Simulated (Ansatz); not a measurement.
The cluster Co₆⁺. Total charge 1; multiplicity 12. Geometry PBE-D4/def2-SVP; atoms count from 1.

```csv
atom,x (Å),y (Å),z (Å)
Co1,0.6218,-1.0731,1.5902
Co2,-0.3848,-0.5254,-1.9071
Co3,1.2003,-0.1749,-0.3724
Co4,-1.0810,-0.6293,0.2143
Co5,0.1314,1.0345,1.3075
Co6,-0.4877,1.3682,-0.8325
```

The charge 1 multiplicity 12 is spin-contaminated (final ⟨S²⟩ up to 36.75, 35.75 for a pure state). No other spin state of charge 1 was run. The geometry of the multiplicity 12 was relaxed on an unsound state (⟨S²⟩ 36.09, where a pure state has 35.75). Another isomer (multiplicity 12) lies 0.11 eV lower at PBE0-D4/def2-SVP; other spin states weren't run for this one.

(1) Estimate the Mulliken populations from the PBE0/def2-SVP orbitals of Ansatz.

(2) Where does the spin sit?

(3) And the Mayer bond orders between bonded heavy atoms (over 0.3)?

Results:

(1) 
| atom | charge (e) | spin (α − β) | d electrons |
| --- | --- | --- | --- |
| Co1 | 0.20 | 1.99 | 7.63 |
| Co2 | 0.19 | 1.97 | 7.65 |
| Co3 | 0.15 | 1.65 | 7.68 |
| Co4 | 0.14 | 1.69 | 7.67 |
| Co5 | 0.16 | 1.93 | 7.58 |
| Co6 | 0.16 | 1.77 | 7.66 |
Mulliken values and Mayer orders depend strongly on the basis.

(2) Summed by element: Co 11.00, of 11 unpaired in all. Largest on single atoms: Co1 1.99, Co2 1.97, Co5 1.93.

(3) Co1–Co3 0.79 (2.23 Å); Co1–Co4 0.75 (2.23 Å); Co1–Co5 0.89 (2.18 Å); Co2–Co3 0.78 (2.23 Å); Co2–Co4 0.79 (2.24 Å); Co2–Co6 0.84 (2.18 Å); Co3–Co4 0.42 (2.40 Å); Co3–Co5 0.56 (2.33 Å); Co3–Co6 0.60 (2.33 Å); Co4–Co5 0.66 (2.33 Å); Co4–Co6 0.56 (2.33 Å); Co5–Co6 0.81 (2.25 Å).
